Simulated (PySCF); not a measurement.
C₅H₁₀Si, SMILES [SiH2](/C=C/C)C=C. Geometry optimised at PBE-D3(BJ)/def2-SVP. The structure was generated by enumeration; whether it is a known compound was not checked. Other conformers were not sampled.

### Question
Give the equilibrium geometry at PBE-D3(BJ)/def2-SVP (PySCF confirms it by a frequency run) as a Z-matrix. (An estimate is asked for; the answer gives what the named calculation found.)

### Answer
This is not unique; one that fits is 
```
C
C 1 1.3527
H 1 1.1079 2 117.75
H 2 1.1080 1 118.55 3 179.85
C 2 1.4987 4 115.43 1 -179.90
H 5 1.1079 2 112.02 4 179.97
H 5 1.1118 6 108.35 2 122.74
H 5 1.1118 6 108.35 7 114.47
Si 1 1.8746 3 118.42 2 179.20
H 9 1.5091 1 111.24 3 58.89
H 9 1.5091 10 109.20 1 -118.29
C 9 1.8819 10 106.94 11 -119.54
C 12 1.3484 9 123.82 10 -2.63
H 13 1.1044 12 122.29 9 -179.35
H 13 1.1045 14 116.07 12 179.91
H 12 1.1070 13 118.12 14 -0.27
```
